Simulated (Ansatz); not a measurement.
Method: PBE-D3(BJ)/def2-SVP (Ansatz, a program for electronic structure). No frequencies were computed at this level.

Ansatz 0.2 input:
```yaml
crystal:
  periodic: [false, false, false]
  atoms:
    - { symbol: Zr, position_ang: [0.128018, 0.093853, 0.006569] }
    - { symbol: O, position_ang: [0.082006, -1.608817, -0.835802] }
    - { symbol: H, position_ang: [-0.250279, -1.941381, -1.678299] }
    - { symbol: O, position_ang: [-1.265624, 0.931398, -0.976572] }
    - { symbol: H, position_ang: [-2.032847, 0.634201, -1.480723] }
    - { symbol: H, position_ang: [1.734232, 0.902906, -0.324011] }
    - { symbol: H, position_ang: [-0.355222, -0.040415, 1.764764] }
basis:
  gaussian: { orbitals: def2-svp }
hamiltonian:
  xc: pbe
  dispersion: d3bj
relax:
  max_steps: 150
```

Output:

```
Functional definition: PBE
796 factors; their error is unknown
mean field evaluation 1: about -5422.8445 eV, gradient 8.1e1 eV
mean field evaluation 2: about -5263.9168 eV, gradient 2.7e2 eV
mean field evaluation 4: about -5433.7845 eV, gradient 1.6e1 eV
mean field evaluation 8: about -5434.5231 eV, gradient 1.6e-1 eV
mean field evaluation 16: about -5434.5027 eV, gradient 2.3e-4 eV
mean field -5434.50266059 eV, -199.7142891384 hartree, gradient 7.1e-6 eV, S^2 0.000000; 0 other end points of the search recorded, 0 dependent functions left out
reference -5434.50273168 eV, -199.7142917509 hartree; 16, 16 occupied and 63, 63 virtual orbitals, 796 factors
relax step   1: F+E_penalty+E_count = -5434.60221993 eV  Δ(F+E_penalty+E_count) = +0.000e0 eV  max|allowed force component| = 6.142e-1 eV/Å  Δτ_max = 0.0000 Å  (28 SCF iters, accepted)
these checks for a lower state are left out or cut short: starts, cluster_reference, orbital_swaps, neighbouring_geometries, increment
796 factors; their error is unknown
mean field -5434.61280270 eV, -199.7183367863 hartree, gradient 2.5e-5 eV, S^2 0.000000; 0 other end points of the search recorded, 0 dependent functions left out
reference -5434.61287629 eV, -199.7183394908 hartree; 16, 16 occupied and 63, 63 virtual orbitals, 796 factors
relax step   2: F+E_penalty+E_count = -5434.70888446 eV  Δ(F+E_penalty+E_count) = -1.067e-1 eV  max|allowed force component| = 5.990e-1 eV/Å  Δτ_max = 0.1943 Å  (37 SCF iters, accepted)
these checks for a lower state are left out or cut short: starts, cluster_reference, orbital_swaps, neighbouring_geometries, increment
796 factors; their error is unknown
mean field evaluation 32: about -5434.6906 eV, gradient 7.4e-4 eV
mean field -5434.69064928 eV, -199.7211975953 hartree, gradient 2.1e-5 eV, S^2 0.000000; 0 other end points of the search recorded, 0 dependent functions left out
reference -5434.69072337 eV, -199.7212003180 hartree; 16, 16 occupied and 63, 63 virtual orbitals, 796 factors
relax step   3: F+E_penalty+E_count = -5434.78656942 eV  Δ(F+E_penalty+E_count) = -7.768e-2 eV  max|allowed force component| = 2.856e-1 eV/Å  Δτ_max = 0.1430 Å  (29 SCF iters, accepted)
these checks for a lower state are left out or cut short: starts, cluster_reference, orbital_swaps, neighbouring_geometries, increment
796 factors; their error is unknown
mean field -5434.73960411 eV, -199.7229966524 hartree, gradient 2.6e-5 eV, S^2 0.000000; 0 other end points of the search recorded, 0 dependent functions left out
reference -5434.73967863 eV, -199.7229993908 hartree; 16, 16 occupied and 63, 63 virtual orbitals, 796 factors
relax step   4: F+E_penalty+E_count = -5434.83433221 eV  Δ(F+E_penalty+E_count) = -4.776e-2 eV  max|allowed force component| = 5.057e-1 eV/Å  Δτ_max = 0.2000 Å  (36 SCF iters, accepted)
these checks for a lower state are left out or cut short: starts, cluster_reference, orbital_swaps, neighbouring_geometries, increment
796 factors; their error is unknown
mean field -5434.78001807 eV, -199.7244818378 hartree, gradient 2.4e-5 eV, S^2 0.000000; 0 other end points of the search recorded, 0 dependent functions left out
reference -5434.78009272 eV, -199.7244845813 hartree; 16, 16 occupied and 63, 63 virtual orbitals, 796 factors
relax step   5: F+E_penalty+E_count = -5434.87420717 eV  Δ(F+E_penalty+E_count) = -3.987e-2 eV  max|allowed force component| = 2.019e-1 eV/Å  Δτ_max = 0.2000 Å  (36 SCF iters, accepted)
these checks for a lower state are left out or cut short: starts, cluster_reference, orbital_swaps, neighbouring_geometries, increment
796 factors; their error is unknown
mean field -5434.78597976 eV, -199.7247009258 hartree, gradient 2.4e-5 eV, S^2 0.000000; 0 other end points of the search recorded, 0 dependent functions left out
reference -5434.78605445 eV, -199.7247036707 hartree; 16, 16 occupied and 63, 63 virtual orbitals, 796 factors
relax step   6: F+E_penalty+E_count = -5434.88005345 eV  Δ(F+E_penalty+E_count) = -5.846e-3 eV  max|allowed force component| = 8.941e-2 eV/Å  Δτ_max = 0.0602 Å  (29 SCF iters, accepted)
these checks for a lower state are left out or cut short: starts, cluster_reference, orbital_swaps, neighbouring_geometries, increment
796 factors; their error is unknown
mean field evaluation 64: about -5434.7866 eV, gradient 2.4e-5 eV
mean field -5434.78656683 eV, -199.7247225005 hartree, gradient 2.4e-5 eV, S^2 0.000000; 0 other end points of the search recorded, 0 dependent functions left out
reference -5434.78664151 eV, -199.7247252447 hartree; 16, 16 occupied and 63, 63 virtual orbitals, 796 factors
relax step   7: F+E_penalty+E_count = -5434.88062408 eV  Δ(F+E_penalty+E_count) = -5.706e-4 eV  max|allowed force component| = 4.444e-3 eV/Å  Δτ_max = 0.0143 Å  (30 SCF iters, accepted)
796 factors; their error is unknown
mean field -5434.78656683 eV, -199.7247225005 hartree, gradient 2.5e-5 eV, S^2 0.000000; 1 other end points of the search recorded, 0 dependent functions left out
reference -5434.78664151 eV, -199.7247252447 hartree; 16, 16 occupied and 63, 63 virtual orbitals, 796 factors
Total energy: -5434.88069875 eV, -199.7281817847 hartree
Atom 0 at    -0.002554     0.018214    -0.153407 Å, force    -0.003317    -0.002445    -0.004444 eV/Å
Atom 1 at     0.248129    -1.731059    -0.887972 Å, force     0.000035    -0.000397    -0.000644 eV/Å
Atom 2 at     0.161559    -2.536916    -1.417203 Å, force     0.001147     0.000338     0.002129 eV/Å
Atom 3 at    -1.418702     1.072806    -0.891278 Å, force    -0.001122     0.000679     0.000138 eV/Å
Atom 4 at    -2.169985     1.380878    -1.418184 Å, force     0.001749     0.001019     0.000861 eV/Å
Atom 5 at     1.594654     0.966668    -0.431135 Å, force    -0.001080     0.000068     0.002425 eV/Å
Atom 6 at    -0.372816    -0.198847     1.675104 Å, force     0.002587     0.000739    -0.000465 eV/Å
Dipole moment:    -0.448521    -0.266695    -0.565926 e Å
```

Cost: very roughly 15 core-seconds.
